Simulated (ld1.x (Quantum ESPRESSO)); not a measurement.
**How hard is this O PAW potential?**

| Property | Result |
| --- | --- |
| Element | oxygen |
| Generator | ld1.x (Quantum ESPRESSO) 7.5 |
| Type | PAW |
| Functional | Wu–Cohen |
| Relativity | scalar-relativistic |
| Frozen core | [He] |
| Valence charge | 6 |
| Reference configuration | 2s2 2p2 (charge +2) |
| Partial waves | 2s (bound): rcut 0.65, rcutus 0.90 bohr; 2s channel at -3.9 Ry: rcut 0.65, rcutus 0.90 bohr; 2p (bound): rcut 0.85, rcutus 1.10 bohr; 2p channel at 0.8 Ry: rcut 0.85, rcutus 1.10 bohr; 3d channel at 0.3 Ry: rcut 0.75, rcutus 1.00 bohr |
| Local potential | all-electron potential smoothed inside 0.95 bohr (lloc = -1) |
| Core correction | a·sin(br)/r model core inside 0.75 bohr |
| Augmentation charge | BESSEL, radius 0.55 bohr |

The pseudo-atom Hamiltonian at the reference potential is diagonalised in spherical Bessel functions j_l(qr) that vanish at 20 bohr, with q² up to the cutoff. All-electron valence levels (Ry): 2s -4.2791, 2p -3.1771.

Question: How do the lowest levels (Ry) of each channel move with the cutoff, and are there ghosts?

Answer:

```json
{"cutoff (Ry)": "8", "s #1": "-4.1461", "s #2": "-1.0172", "p #1": "-1.9713", "d #1": "-0.5613", "d #2": "-0.2873", "f #1": "-0.2572", "f #2": "-0.1423", "Σ f·Δε (mRy)": "2677.6"}
{"cutoff (Ry)": "12", "s #1": "-4.2534", "s #2": "-1.0430", "p #1": "-2.3220", "d #1": "-0.5678", "d #2": "-0.2899", "f #1": "-0.2573", "f #2": "-0.1424", "Σ f·Δε (mRy)": "1761.4"}
{"cutoff (Ry)": "18", "s #1": "-4.2773", "s #2": "-1.0495", "p #1": "-2.6953", "d #1": "-0.5719", "d #2": "-0.2915", "f #1": "-0.2573", "f #2": "-0.1424", "Σ f·Δε (mRy)": "967.2"}
{"cutoff (Ry)": "21", "s #1": "-4.2781", "s #2": "-1.0497", "p #1": "-2.8135", "d #1": "-0.5727", "d #2": "-0.2918", "f #1": "-0.2573", "f #2": "-0.1424", "Σ f·Δε (mRy)": "729.1"}
{"cutoff (Ry)": "30", "s #1": "-4.2782", "s #2": "-1.0498", "p #1": "-3.0509", "d #1": "-0.5739", "d #2": "-0.2923", "f #1": "-0.2573", "f #2": "-0.1424", "Σ f·Δε (mRy)": "254.1"}
{"cutoff (Ry)": "40", "s #1": "-4.2787", "s #2": "-1.0501", "p #1": "-3.1386", "d #1": "-0.5745", "d #2": "-0.2926", "f #1": "-0.2573", "f #2": "-0.1424", "Σ f·Δε (mRy)": "77.9"}
{"cutoff (Ry)": "50", "s #1": "-4.2787", "s #2": "-1.0502", "p #1": "-3.1692", "d #1": "-0.5748", "d #2": "-0.2927", "f #1": "-0.2573", "f #2": "-0.1424", "Σ f·Δε (mRy)": "16.5"}
{"cutoff (Ry)": "60", "s #1": "-4.2787", "s #2": "-1.0502", "p #1": "-3.1755", "d #1": "-0.5750", "d #2": "-0.2928", "f #1": "-0.2573", "f #2": "-0.1424", "Σ f·Δε (mRy)": "3.8"}
{"cutoff (Ry)": "70", "s #1": "-4.2788", "s #2": "-1.0502", "p #1": "-3.1766", "d #1": "-0.5751", "d #2": "-0.2928", "f #1": "-0.2573", "f #2": "-0.1424", "Σ f·Δε (mRy)": "1.4"}
{"cutoff (Ry)": "90", "s #1": "-4.2790", "s #2": "-1.0502", "p #1": "-3.1767", "d #1": "-0.5751", "d #2": "-0.2928", "f #1": "-0.2573", "f #2": "-0.1424", "Σ f·Δε (mRy)": "0.9"}
{"cutoff (Ry)": "110", "s #1": "-4.2790", "s #2": "-1.0502", "p #1": "-3.1770", "d #1": "-0.5751", "d #2": "-0.2928", "f #1": "-0.2573", "f #2": "-0.1424", "Σ f·Δε (mRy)": "0.3"}
{"cutoff (Ry)": "400", "s #1": "-4.2791", "s #2": "-1.0502", "p #1": "-3.1771", "d #1": "-0.5751", "d #2": "-0.2928", "f #1": "-0.2573", "f #2": "-0.1424", "Σ f·Δε (mRy)": "0.0"}
```

Result: no extra level below or beside the all-electron valence levels (s, p, d, f tested); 10 mRy is reached at 55 Ry and 1 mRy at 90 Ry.

Test run stopped at test 3 of 7 (negative rho).
